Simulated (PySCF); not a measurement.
## Magnetic susceptibility: `CCCC/C=C/CF`, C$_{7}$H$_{13}$F

Geometry (Å), atoms numbered from 1 in this order:
```xyz
21

C    -3.390    0.852    0.275
C    -2.347   -0.258    0.252
C    -0.969    0.260   -0.152
C     0.075   -0.861   -0.169
C     1.418   -0.349   -0.572
C     2.490   -0.378    0.200
C     3.843    0.128   -0.191
F     3.862    0.641   -1.464
H    -3.485    1.306   -0.709
H    -4.360    0.458    0.566
H    -3.107    1.627    0.984
H    -2.659   -1.035   -0.450
H    -2.283   -0.715    1.243
H    -1.027    0.715   -1.144
H    -0.651    1.035    0.549
H     0.134   -1.320    0.821
H    -0.244   -1.628   -0.881
H     1.482    0.079   -1.564
H     2.456   -0.795    1.197
H     4.584   -0.682   -0.167
H     4.171    0.934    0.478
```

Method: GIAO B97-2/pcSseg-1 magnetisability, rotational g tensor and spin-rotation constants, non-relativistic, gas phase in PySCF 2.14.0. Geometry: GFN2-xTB.

Problem. What are the magnetisability and the molar susceptibility?

Solution. Isotropic -1329 × 10⁻³⁰ J/T², or -80.0 × 10⁻⁶ cm³/mol; principal values -1432, -1295, -1260 × 10⁻³⁰ J/T², anisotropy 157 × 10⁻³⁰ J/T² (root of half the summed squared differences of the principal values). The susceptibility is in cgs units.

Problem. Split it along the inertial axes a, b, c into diamagnetic and paramagnetic parts about the centre of mass, with the quadrupole moment.

Solution. 
| axis | χ (10⁻⁶ cm³/mol) | diamagnetic (10⁻⁶ cm³/mol) | paramagnetic (10⁻⁶ cm³/mol) | summed x² of all electrons (Å²) | quadrupole Θ (D Å) |
| --- | --- | --- | --- | --- | --- |
| a | -80.0 | -307.6 | 227.6 | 480.2 | -1.27 |
| b | -79.3 | -2157.9 | 2078.6 | 44.1 | -0.75 |
| c | -80.8 | -2224.4 | 2143.6 | 28.4 | +2.02 |

Anisotropies 2χaa − χbb − χcc = +0.2 and 2χbb − χaa − χcc = +2.1 × 10⁻⁶ cm³/mol. Θ is traceless in Buckingham's convention.

Problem. And the rotational g tensor?

Solution. 
| axis | rotational constant (GHz) | g | nuclear part | electronic part |
| --- | --- | --- | --- | --- |
| a | 6.5303 | -0.0290 | 0.6692 | -0.6983 |
| b | 0.5872 | -0.0029 | 0.5706 | -0.5735 |
| c | 0.5685 | -0.0028 | 0.5697 | -0.5725 |

Asymmetric top; isotopes 12C, 19F, 1H; no vibrational averaging.
